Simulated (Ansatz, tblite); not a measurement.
Removing and adding an electron: Na₈Cl₈ (started as a model of: 1x4x4 NaCl rock-salt block). Charge 0, multiplicity 1. Geometry: r2SCAN-D4/def2-SVP. Ansatz, gas phase; energy differences of separate SCF runs; the oxidised species was run as a doublet alone; the reduced species was run as a doublet alone.

```xyz
16

Na    2.439   -4.043   -2.246
Cl    3.455   -2.084   -1.028
Na    3.977    0.431   -0.542
Cl    4.756    2.432    0.782
Cl   -0.035   -3.585   -2.110
Na    0.846   -1.402   -0.766
Cl    1.368    1.206   -0.699
Na    2.339    3.131    0.965
Na   -2.340   -3.131   -0.965
Cl   -1.368   -1.207    0.700
Na   -0.846    1.402    0.767
Cl    0.035    3.585    2.110
Cl   -4.757   -2.432   -0.782
Na   -3.977   -0.431    0.542
Cl   -3.454    2.084    1.028
Na   -2.439    4.044    2.245
```

The xTB rows come from tblite. HOMO above LUMO, or a gap near zero within one spin, warns that the state may not be the lowest or that an electron is smeared out.

```
           level  −HOMO (eV)  vertical IE (eV)  −LUMO (eV)  vertical EA (eV)  HOMO–LUMO gap (eV)  IE − EA (eV)                                                                   remarks
        GFN1-xTB       11.97             13.33        6.42              4.89                5.55          8.44                                                                         –
        GFN2-xTB       10.51             12.34        8.52              6.59                1.99          5.75                                                                         –
 PBE-D4/def2-SVP        5.47                 –        1.80              0.89                3.67             –  HOMO above zero (-1 doublet), gap within one spin near zero (-1 doublet)
PBE0-D4/def2-SVP        6.83              8.50        1.22              0.65                5.61          7.86                                              HOMO above zero (-1 doublet)
```

Run but left out: PBE-D4/def2-SVP (charge +1 doublet: an occupied level 0.02 eV above an empty one).   A HOMO above zero means that the electron is unbound at that level or that self-interaction error raises the level; the energy of removing that electron tells which. Raw xTB energy differences between charge states are shifted by several eV; the methods need an empirical correction for them. Sets without diffuse functions give affinities that are too small.
